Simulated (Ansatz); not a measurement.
System: C$_{4}$F$_{5}$ (charge 0, doublet). It need not be the lowest isomer of its formula. 
Coordinates optimised at B3LYP-D3(BJ)/def2-TZVP (Ansatz, an electronic-structure program):
SMILES: C(=C(C(=[C]F)F)F)(F)F
```xyz
9

F      2.4611     0.3029    -1.7882
C      1.2700     0.1724    -1.2897
C      0.8491    -0.4505    -0.2071
F      1.7087    -1.1545     0.5751
C     -0.5319    -0.4324     0.2295
F     -1.1408    -1.6313     0.3513
C     -1.2364     0.6582     0.5197
F     -2.5028     0.6352     0.8631
F     -0.7601     1.8827     0.4972
```
Charge 0, spin multiplicity 2.

Computed values are from Ansatz. Cores are frozen in the correlated levels unless marked. UHF or UKS for open shells. No spin-orbit coupling. Non-relativistic. CBS marks a two-point X^-3 extrapolation of the correlation energy; Hartree-Fock from the larger set. The bracket is a focal-point correction in the basis named.

The UHF reference is spin-contaminated (<S^2> 0.30 over the pure value in the largest basis). 

Q: What is the total energy at RI-MP2/CBS(cc-pVTZ,cc-pVQZ)+[CCSD(T)-MP2]/cc-pVDZ?

A: -650.9384 Eh.

Q: What is the T1 diagnostic at CCSD/cc-pVDZ?

A: 0.028.

Q: What is the dipole moment at wB97M-V/def2-TZVPD?

A: 1.18 D.

Q: What is the atomisation energy De at RI-MP2/CBS(cc-pVTZ,cc-pVQZ)+[CCSD(T)-MP2]/cc-pVDZ?

A: 916.7 kcal/mol.
